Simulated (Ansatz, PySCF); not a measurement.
A series of O-Si bond dissociation energy values:

A. O[Si](O)(O)[SiH3] → [OH] (HO) + O[Si](O)[SiH3]
B. [SiH3]O[SiH](Cl)Cl -> [O][SiH](Cl)Cl + [SiH3] (SiH3)
C. [SiH3]O[SiH](Cl)Cl -> Cl[SiH]Cl + [O][SiH3]
D. C[SiH2]O[SiH2]C → C[SiH2] + C[SiH2][O]

Quantity: bond dissociation energy (enthalpy at 298 K, with B3LYP-D3(BJ) rigid-rotor harmonic-oscillator terms), kJ/mol. Structures are relaxed separately at B3LYP-D3(BJ)/def2-TZVP in Ansatz (a quantum-chemistry and plane-wave program), one conformer each, not searched for the lowest. Frequencies are from Ansatz or PySCF. Valence correlation only, unless marked. UHF or UKS for open shells. No spin-orbit coupling. Non-relativistic. CBS marks a two-point X^-3 extrapolation of the correlation energy; Hartree-Fock from the larger set. [CCSD(T)-MP2]/basis is that difference in the basis named.

```json
[
 {"": "A", "B3LYP-D3(BJ)/def2-TZVPD (Ansatz + dftd3)": "527.4", "r2SCANh/def2-TZVPD (Ansatz)": "527.3", "LC-wPBE-D4/def2-TZVPD (Ansatz + dftd4)": "543.5", "RI-MP2/CBS(cc-pV(T+d)Z,cc-pV(Q+d)Z)+[CCSD(T)-MP2]/cc-pV(T+d)Z (Ansatz)": "…"},
 {"": "B", "B3LYP-D3(BJ)/def2-TZVPD (Ansatz + dftd3)": "532.8", "r2SCANh/def2-TZVPD (Ansatz)": "518.7", "LC-wPBE-D4/def2-TZVPD (Ansatz + dftd4)": "542.8", "RI-MP2/CBS(cc-pV(T+d)Z,cc-pV(Q+d)Z)+[CCSD(T)-MP2]/cc-pV(T+d)Z (Ansatz)": "…"},
 {"": "C", "B3LYP-D3(BJ)/def2-TZVPD (Ansatz + dftd3)": "534.2", "r2SCANh/def2-TZVPD (Ansatz)": "527.8", "LC-wPBE-D4/def2-TZVPD (Ansatz + dftd4)": "557.4", "RI-MP2/CBS(cc-pV(T+d)Z,cc-pV(Q+d)Z)+[CCSD(T)-MP2]/cc-pV(T+d)Z (Ansatz)": "…"},
 {"": "D", "B3LYP-D3(BJ)/def2-TZVPD (Ansatz + dftd3)": "524.6", "r2SCANh/def2-TZVPD (Ansatz)": "515.3", "LC-wPBE-D4/def2-TZVPD (Ansatz + dftd4)": "541.2", "RI-MP2/CBS(cc-pV(T+d)Z,cc-pV(Q+d)Z)+[CCSD(T)-MP2]/cc-pV(T+d)Z (Ansatz)": "…"}
]
```

**Question.** Fill in the missing entries.

**Answer.** 
- A, RI-MP2/CBS(cc-pV(T+d)Z,cc-pV(Q+d)Z)+[CCSD(T)-MP2]/cc-pV(T+d)Z (Ansatz): 566.1
- B, RI-MP2/CBS(cc-pV(T+d)Z,cc-pV(Q+d)Z)+[CCSD(T)-MP2]/cc-pV(T+d)Z (Ansatz): 564.9
- C, RI-MP2/CBS(cc-pV(T+d)Z,cc-pV(Q+d)Z)+[CCSD(T)-MP2]/cc-pV(T+d)Z (Ansatz): 578.4
- D, RI-MP2/CBS(cc-pV(T+d)Z,cc-pV(Q+d)Z)+[CCSD(T)-MP2]/cc-pV(T+d)Z (Ansatz): 562.1
